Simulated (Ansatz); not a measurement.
BaBr, multiplicity 2 (the spin of the measured ground state), most abundant isotopes (78.9183 and 137.9052 u). Constants from fifth-degree fits in 1/R to seven points on the lowest solution found; no spin–orbit coupling, no relativity up to Kr; ω_e x_e and α_e move by some per cent with the fit.

Correlated levels freeze the inner cores; with def2 sets outer-core shells near the valence are correlated too.

Run with Ansatz (a program for electronic structure) with Gaussian orbitals.  In def2 rows elements past Kr take small-core potentials, without spin–orbit coupling.

Total energies (hartree; each atom in its lowest state at that level) and vibrational constants (cm⁻¹):

```json
[
 {"level": "PBE/def2-TZVPP", "E(BaBr) at r_e": "-2599.344553", "E(Br)": "-2573.720720", "E(Ba)": "-25.466901", "ω_e": "191", "ω_e x_e": "0.43"},
 {"level": "B3LYP/def2-TZVPP", "E(BaBr) at r_e": "-2599.756409", "E(Br)": "-2574.140958", "E(Ba)": "-25.465769", "ω_e": "188", "ω_e x_e": "0.42"},
 {"level": "wB97M-V/def2-TZVPP", "E(BaBr) at r_e": "-2599.494415", "E(Br)": "-2573.967826", "E(Ba)": "-25.379278", "ω_e": "190", "ω_e x_e": "0.42"},
 {"level": "CCSD(T)/def2-QZVPP", "E(BaBr) at r_e": "-2598.474957", "E(Br)": "-2573.008471", "E(Ba)": "-25.312928", "ω_e": "190", "ω_e x_e": "0.41"}
]
```

Task: Work out D_e and D₀ in eV.

Result: 
D_e = E(Br) + E(Ba) − E(molecule), times 27.2114 eV; D₀ = D_e − (ω_e/2 − ω_e x_e/4)/8065.54.
- PBE/def2-TZVPP: D_e = 4.270, zero point 0.012, D₀ = 4.259 eV
- B3LYP/def2-TZVPP: D_e = 4.073, zero point 0.012, D₀ = 4.061 eV
- wB97M-V/def2-TZVPP: D_e = 4.009, zero point 0.012, D₀ = 3.997 eV
- CCSD(T)/def2-QZVPP: D_e = 4.179, zero point 0.012, D₀ = 4.167 eV
No counterpoise correction is made.
